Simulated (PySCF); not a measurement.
## Ionisation energy of Te⁴⁷⁺ by level of theory

Te⁴⁷⁺ [He] 2s2 2p1 (2P) → Te⁴⁸⁺ [He] 2s2 (1S), as a difference of total energies. Calculation: PySCF 2.14, in an uncontracted even-tempered set (17 s from 22 bohr⁻², ratio 2.2; 10 p from 28 bohr⁻², ratio 2.2; 5 d from 110 bohr⁻², ratio 2.4; 5 f from 160 bohr⁻², ratio 2.4; 4 g from 240 bohr⁻², ratio 2.4); the non-relativistic Hamiltonian (point nucleus). Correlated levels: nothing frozen; virtual orbitals above 40 to 60 times the deepest correlated orbital energy dropped. The calculations carry no spin-orbit coupling.

```
                 method  ionisation energy (eV)
                    UHF                  8142.0
                    LDA                  8135.7
                    PBE                  8143.1
                   PBE0                  8143.0
                 r2SCAN                  8145.2
                r2SCAN0                  8144.6
                  TPSSh                  8144.9
    MP2 (all electrons)                  8139.8
SCS-MP2 (all electrons)                  8139.1
```

Question: How much does correlation contribute at MP2 (all electrons)?

Answer: 8139.8 − (8142.0) = -2.2 eV, measured against UHF.

A first-order spin-orbit estimate (lowest level to lowest level, LS coupling) adds 166.6 eV.

The gap to the reference is mostly relativistic.

First order in ζ underestimates the shift of j = l − 1/2 levels at high Z.

For comparison: 8499 ± 4 eV (theoretical estimate listed by NIST; NIST Atomic Spectra Database, ionization energies).
